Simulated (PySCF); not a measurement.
Radial density of Sc⁺ (scandium, charge +1)

M06-L, [Ar] 3d1 4s1, high-spin 3D determinant. Calculation: PySCF 2.14, in pcseg-2; no relativity, point nucleus.

```json
{"r (bohr)": "0.00143", "4πr²ρ (e/bohr)": "0.1504", "4πr²(ρα − ρβ)": "0.0001"}
{"r (bohr)": "0.00241", "4πr²ρ (e/bohr)": "0.4087", "4πr²(ρα − ρβ)": "0.0002"}
{"r (bohr)": "0.00405", "4πr²ρ (e/bohr)": "1.079", "4πr²(ρα − ρβ)": "0.0006"}
{"r (bohr)": "0.00682", "4πr²ρ (e/bohr)": "2.718", "4πr²(ρα − ρβ)": "0.0014"}
{"r (bohr)": "0.0115", "4πr²ρ (e/bohr)": "6.324", "4πr²(ρα − ρβ)": "0.0032"}
{"r (bohr)": "0.0193", "4πr²ρ (e/bohr)": "12.90", "4πr²(ρα − ρβ)": "0.0062"}
{"r (bohr)": "0.0325", "4πr²ρ (e/bohr)": "21.15", "4πr²(ρα − ρβ)": "0.0091"}
{"r (bohr)": "0.0546", "4πr²ρ (e/bohr)": "24.64", "4πr²(ρα − ρβ)": "0.0065"}
{"r (bohr)": "0.0918", "4πr²ρ (e/bohr)": "19.67", "4πr²(ρα − ρβ)": "-0.0011"}
{"r (bohr)": "0.154", "4πr²ρ (e/bohr)": "20.60", "4πr²(ρα − ρβ)": "0.0139"}
{"r (bohr)": "0.260", "4πr²ρ (e/bohr)": "25.96", "4πr²(ρα − ρβ)": "0.0591"}
{"r (bohr)": "0.437", "4πr²ρ (e/bohr)": "12.05", "4πr²(ρα − ρβ)": "0.1683"}
{"r (bohr)": "0.735", "4πr²ρ (e/bohr)": "7.793", "4πr²(ρα − ρβ)": "0.5124"}
{"r (bohr)": "1.24", "4πr²ρ (e/bohr)": "7.004", "4πr²(ρα − ρβ)": "0.5284"}
{"r (bohr)": "2.08", "4πr²ρ (e/bohr)": "1.453", "4πr²(ρα − ρβ)": "0.5226"}
{"r (bohr)": "3.50", "4πr²ρ (e/bohr)": "0.4187", "4πr²(ρα − ρβ)": "0.4064"}
{"r (bohr)": "5.88", "4πr²ρ (e/bohr)": "0.03671", "4πr²(ρα − ρβ)": "0.0366"}
{"r (bohr)": "9.90", "4πr²ρ (e/bohr)": "0.0002360", "4πr²(ρα − ρβ)": "0.0002"}
```
